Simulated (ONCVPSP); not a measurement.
Configuration tests for Br (Z = 35) (ONCV)

bromine (Br), optimised norm-conserving Vanderbilt (ONCV), made with ONCVPSP 4.0.1 (LDA (Perdew-Wang 92), fully relativistic). Core [Ar] 3d10, reference 4s2 4p5. Waves: 4s: rc 1.45 bohr, ncon 3, nbas 7, qcut 4.9 1/bohr, 1 projector; 4p: rc 1.75 bohr, ncon 4, nbas 7, qcut 4.6 1/bohr, 1 projector; d scattering state at 0.15 Ha: rc 1.50 bohr, ncon 4, nbas 8, qcut 5.5 1/bohr, 1 projector. Local part: polynomial inside 1.30 bohr (lpopt 1, dvloc0 0 Ha). Core correction: none.

Open shells are filled in proportion to 2j + 1.

Energies are relative to the spin-unpolarised reference configuration 4s2 4p5; without spin polarisation the order of configurations can differ from experiment.

| valence configuration | charge | ΔE all-electron (eV) | error AE − PS (meV) |
| --- | --- | --- | --- |
| 4s2 4p4 | +1 | 12.710 | +5.7 |
| 4s2 4p3 | +2 | 35.658 | +33 |
| 4s2 4p1 | +4 | 116.243 | +230 |

Task: What are ΔE and the potential's error for 4s2 4p2?

Result: ΔE = 69.885 eV all-electron; the error (AE − PS) is +99 meV.

Levels in the configuration 4s2 4p3:

| level | all-electron (eV) | pseudo (eV) |
| --- | --- | --- |
| 4s j=1/2 | -42.060 | -41.994 |
| 4p j=3/2 | -28.210 | -28.168 |
| 4p j=1/2 | -28.875 | -28.831 |
